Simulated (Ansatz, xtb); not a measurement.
Stretching the O3–H4 bond in GaH3O2 (SMILES [OH][GaH][OH]) (multiplicity 1 held, fragments rigid). Energies count from the point at 0.963 Å.
Geometry at that point (charge 0, multiplicity 1):
```xyz
6

Ga    -0.244    -0.178    -0.151
H     -1.354    -1.016    -0.827
O      0.020     1.538    -0.577
H      0.742     1.940    -0.082
O      0.902    -0.756     1.106
H      0.795    -1.676     1.365
```

Unrestricted levels (U-) break spin symmetry where that is lower. Active spaces are followed from a long bond inwards. Curves can end on different states.

Correlated levels freeze the cores. Filled d and f shells under p-block atoms count as core.

Run with Ansatz (Gaussian orbitals); xtb for the GFN methods.  The GFN methods have no spin term and hold the electronic entropy of 300 K.

Energies in kcal/mol.

| R (Å) | GFN2-xTB | U-MP2/cc-pVTZ | SC-NEVPT2 on CASSCF(4,3)/cc-pVTZ | FIC-MRCISD+Q on CASSCF(4,3)/cc-pVTZ |
|---|---|---|---|---|
| 0.771 | 32.4 | 35.5 | 38.6 | 34.1 |
| 0.867 | 5.7 | 6.8 | 8.4 | 6.3 |
| 0.963 | 0.0 | 0.0 | 0.0 | 0.0 |
| 1.060 | 4.0 | 4.7 | 4.1 | 5.0 |
| 1.156 | 12.3 | 15.2 | 14.3 | 15.7 |
| 1.300 | 27.9 | 35.3 | 34.3 | 35.7 |
| 1.445 | 44.2 | 71.4 | 55.1 | 55.8 |
| 1.686 | 69.3 | 109.0 | 84.7 | 83.7 |
| 1.927 | 89.8 | 121.2 | 104.8 | 102.2 |
| 2.216 | 108.2 | 126.0 | 117.7 | 114.0 |
| 2.601 | 124.5 | 127.8 | 124.2 | 120.0 |
| 3.082 | 136.4 | 128.4 | 126.2 | 121.9 |

Doubts at one or more of the structures used: a spin-contaminated determinant (U-MP2/cc-pVTZ); active orbitals that take no part (SC-NEVPT2 on CASSCF(4,3)/cc-pVTZ, FIC-MRCISD+Q on CASSCF(4,3)/cc-pVTZ).

Ansatz is a quantum-chemistry and plane-wave program.
